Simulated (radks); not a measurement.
Trend from La to Lu: ionisation energy by Delta-SCF between NIST ground configurations, and size. Calculated with a radial shooting solver on a logarithmic mesh with Libxc functionals: scalar-relativistic Kohn-Sham, BLYP, spin-unpolarised, spherical densities, point nucleus.

species      configuration  configuration of the ion  IE (eV)  NIST (eV)       kind  -e(HOMO) (eV)  outermost  <r> outermost (bohr)
La            [Xe] 5d1 6s2                  [Xe] 5d2    6.088      5.577       exp.     2.896 (5d)         6s                  4.42
Ce        [Xe] 4f1 5d1 6s2              [Xe] 4f1 5d2    6.293      5.539       exp.     2.871 (5d)         6s                  4.35
Pr            [Xe] 4f3 6s2              [Xe] 4f3 6s1    5.649      5.470  semi-emp.     1.028 (4f)         6s                  4.48
Nd            [Xe] 4f4 6s2              [Xe] 4f4 6s1    5.732      5.525       exp.     1.526 (4f)         6s                  4.42
Pm            [Xe] 4f5 6s2              [Xe] 4f5 6s1    5.811      5.582       exp.     1.925 (4f)         6s                  4.36
Sm            [Xe] 4f6 6s2              [Xe] 4f6 6s1    5.888      5.644       exp.     2.243 (4f)         6s                  4.30
Eu            [Xe] 4f7 6s2              [Xe] 4f7 6s1    5.965      5.670       exp.     2.489 (4f)         6s                  4.25
Gd        [Xe] 4f7 5d1 6s2          [Xe] 4f7 5d1 6s1    6.571      6.150       exp.     2.379 (5d)         6s                  3.98
Tb            [Xe] 4f9 6s2              [Xe] 4f9 6s1    6.117      5.864       exp.     2.804 (4f)         6s                  4.14
Dy           [Xe] 4f10 6s2             [Xe] 4f10 6s1    6.193      5.939       exp.     2.884 (4f)         6s                  4.09
Ho           [Xe] 4f11 6s2             [Xe] 4f11 6s1    6.270      6.022       exp.     2.921 (4f)         6s                  4.05
Er           [Xe] 4f12 6s2             [Xe] 4f12 6s1    6.347      6.108       exp.     2.916 (4f)         6s                  4.00
Tm           [Xe] 4f13 6s2             [Xe] 4f13 6s1    6.425      6.184       exp.     2.875 (4f)         6s                  3.95
Yb           [Xe] 4f14 6s2             [Xe] 4f14 6s1    6.504      6.254       exp.     2.800 (4f)         6s                  3.91
Lu       [Xe] 4f14 5d1 6s2             [Xe] 4f14 6s2    5.149      5.426       exp.     1.625 (5d)         6s                  3.64

Reference values: NIST Atomic Spectra Database (exp. = measured, semi-emp. = semi-empirical, theory = theoretical value adopted there). Spin polarisation and multiplet splitting are left out, so open shells lie too high by an amount that depends on their filling. Spin-orbit splitting is averaged out at the scalar-relativistic level.

Beside tabulated values, note that spin-unpolarised runs miss the spin-polarisation part of the exchange energy of open shells.
